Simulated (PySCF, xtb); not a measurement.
InFI2, SMILES [F][In]([I])[I].

GFN2-xTB (xtb) at its own geometry gives an orbital gap of 2.55 eV and a dipole moment of 0.39 D.

Coordinates come from a PBE0-D3(BJ)/def2-SVP optimisation. The structure was generated by enumeration; whether it is a known compound was not checked. The def2 effective core potentials stand for the cores of I, In; spin–orbit coupling is left out.

### Question
What does PBE/def2-TZVP run with PySCF give? (Estimate from the structure and the level; the computed values follow.)

### Answer
gap 3.06 eV (levels -6.99 and -3.93 eV), dipole 1.80 D.
